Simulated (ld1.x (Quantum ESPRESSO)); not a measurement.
**Before and after: RRKJ potential for Ge (Z = 32)**

* Element: Ge (Z = 32)
* Generator: ld1.x (Quantum ESPRESSO) 7.5
* Type: norm-conserving RRKJ (Kleinman–Bylander form)
* Functional: LDA (PZ)
* Relativity: scalar-relativistic
* Frozen core: [Ar] 3d10
* Valence charge: 4
* Reference configuration: 4s2 4p0.5 (charge +1.5)
* Partial waves: 4p (bound): rc 1.55 bohr; 4s (bound): rc 1.40 bohr
* Local potential: the s channel
* Core correction: none

Change: functional PBEsol.

Cutoffs: the cutoffs (Ry, on a coarse ladder) from which the occupation-weighted sum of valence levels, in a spherical-Bessel basis at the reference potential, stays within 10 and 1 mRy of its value at 400 Ry; they do not see the model core or the augmentation charge, which bear on the density cutoff. Errors are all-electron minus pseudo energies relative to the spin-unpolarised reference configuration.

Problem. How do hardness, ghosts and transferability respond?

Solution. The potential gets neither clearly harder nor softer (40 Ry and 80 Ry → 35 Ry and 80 Ry); both files keep a bound ghost (p); the number of tests with a reliable result goes from 9 to 7; of the 7 tests that both files solve, the error grows in 0 and shrinks in 6 by more than 15 % and 0.3 meV (median size 14.3 → 5.1 meV).

| quantity | base | changed |
| --- | --- | --- |
| cutoff, loose | 40 Ry | 35 Ry |
| cutoff, tight | 80 Ry | 80 Ry |
| bound ghosts | p | p |
| error for 4s2 4p2, meV [ΔE -14.41 → -14.11 eV] | +21 | -5.7 |
| error for 4s2 4p1, meV [ΔE -6.78 → -6.66 eV] | +5.0 | -0.2 |
| error for 4s2 4p0, meV [ΔE 8.94 → 8.79 eV] | +6.1 | -1.2 |
| error for 4s1 4p2, meV [ΔE 2.00 → 2.07 eV] | +14 | +12 |
| error for 4s2 4p2.3, meV [ΔE -15.34 → -14.99 eV] | +25 | -7.0 |
| error for 4s1 4p3, meV [ΔE -6.37 → -6.13 eV] | +25 | +5.1 |
| error for 4s2 4p1.5, meV [ΔE -11.52 → -11.30 eV] | +13 | -2.7 |
| s: phases at 1.70 bohr within 0.05 rad from the reference energy up to (Ry; the scan ends near 5) | 3.1 | 3.2 |
| p: phases at 1.70 bohr within 0.05 rad from the reference energy up to (Ry; the scan ends near 5) | to the end of the scan | to the end of the scan |

 A true bound ghost makes a file unfit for plane-wave use even where its test errors are small: the radial tests pick states by their node count and pass the ghost by.
